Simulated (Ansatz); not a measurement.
The lowest singlet and triplet of BH (SMILES [BH]); geometries from B3LYP-D3(BJ)/def2-TZVP, each state relaxed from the structure named, with no frequency check.
Singlet at the triplet's geometry (charge 0, multiplicity 1):
```csv
atom,x (Å),y (Å),z (Å)
B,0.0000,0.0000,-0.1987
H,0.0000,0.0000,0.9933
```

A positive gap puts the triplet lower; no zero-point energy. R- takes a restricted singlet. U- takes an unrestricted singlet (broken symmetry where lower, unprojected). The triplet is unrestricted in single-reference levels.

Cores are frozen in the correlated methods.

The values were computed with Ansatz (Gaussian orbitals). 

```
level                                  gap E(singlet) − E(triplet), vertical, at the triplet's geometry (eV)
-------------------------------------  ---------------------------------------------------------------------
U-PBE/def2-TZVPP (spin-contaminated)                                                                  -0.924
U-B3LYP/def2-TZVPP                                                                                    -1.112
U-MP2/cc-pVTZ (spin-contaminated)                                                                     -0.818
U-MP2/cc-pVQZ (spin-contaminated)                                                                     -0.836
U-SCS-MP2/cc-pVDZ (spin-contaminated)                                                                 -0.908
R-SCS-MP2/cc-pVTZ                                                                                     -1.222
R-CCSD(T)/cc-pVQZ                                                                                     -1.304
FCI/cc-pVDZ                                                                                              ___
FCI/cc-pVQZ                                                                                           -1.307
```

Question: Complete the blanks.

Answer: 
- FCI/cc-pVDZ, gap E(singlet) − E(triplet), vertical, at the triplet's geometry (eV): -1.260

Doubts at one or more of the structures used: a restricted determinant that unrestricted orbitals would lower (R-SCS-MP2/cc-pVTZ, R-CCSD(T)/cc-pVQZ).

Ansatz is a first-principles code.
